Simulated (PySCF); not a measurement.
[PySCF 2.14: coordinates at the GFN2-xTB level; NMR shieldings at PBE0/pcSseg-1/GIAO; equivalent nuclei averaged; one computed conformer; gas phase; non-relativistic]

References, each an isolated molecule treated in the same way: TMS for ¹H, ¹³C. Shifts are as computed. Against solution values, carbons near 30 ppm lie about +3 ppm off and those near 130 ppm about +5 ppm. Of 1211 compounds with measured shifts, 218 miss one by over three times the rms of a fit or turn the order of signals round; such compounds aren't used in these exercises.

**Question.** Order these molecules by the shift of their most shielded carbon-bound hydrogen, lowest δ first.
A. CC(C)[C@](C)(F)C(=O)F
B. CC(=O)CC(C)=O
C. c1nnco1
D. CO[C@@H]1CC=CO1

**Answer.** A (1.07 ppm, hydrogen on a methyl carbon), B (2.31 ppm, hydrogen on a methyl carbon α to a carbonyl), D (2.75 ppm, hydrogen on an allylic sp3 CH2), C (8.38 ppm, hydrogen on an aromatic CH between two ring heteroatoms).

**Question.** Order these molecules by the shift of their most shielded carbon, lowest δ first.
A. c1nnco1
B. CC(C)[C@](C)(F)C(=O)F
C. CO[C@@H]1CC=CO1
D. CC(=O)CC(C)=O

**Answer.** B (17.8 ppm, methyl carbon), D (31.2 ppm, methyl carbon α to a carbonyl), C (42.3 ppm, allylic sp3 CH2), A (158.8 ppm, aromatic CH between two ring heteroatoms).

**Question.** How many ¹³C and ¹H signals does each give (equivalence by symmetry and fast rotation, but not about amide C–N or C=N bonds)? `CC(=O)CC(C)=O`, `c1nnco1`, `CO[C@@H]1CC=CO1`, `CC(C)[C@](C)(F)C(=O)F`

**Answer.** CC(=O)CC(C)=O: 3 C, 2 H; c1nnco1: 1 C, 1 H; CO[C@@H]1CC=CO1: 5 C, 6 H; CC(C)[C@](C)(F)C(=O)F: 6 C, 4 H.
